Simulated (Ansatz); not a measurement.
Predict a relaxed structure of the cluster Ru₂H⁻, charge -1, singlet, at r2SCAN-D4/def2-TZVPD (Ansatz).


```xyz
3

Ru   -0.410   -0.029    0.485
Ru   -0.731   -0.219   -1.480
H     1.141    0.248    0.995
```
Point group Cs (tolerance 0.1 Å). This is one stationary point.

In the def2 sets Ru takes a core potential; there is no spin–orbit coupling. The restricted singlet is unstable: a solution with broken spin symmetry lies lower. The highest occupied level of the charge -1 singlet lies above zero (up to 1.53 eV). Its loss leaves the charge 0 doublet, which lies 0.72 eV higher (vertical, at r2SCAN-D4/def2-TZVPD), but this difference is unsure: the doublet is doubtful (geometry relaxed on an unsound state). At r2SCAN-D4/def2-TZVPD a quintet of charge -1 lies 1.43 eV below the restricted singlet, each at its own geometry. The structure comes from a short search, and lower isomers may exist.
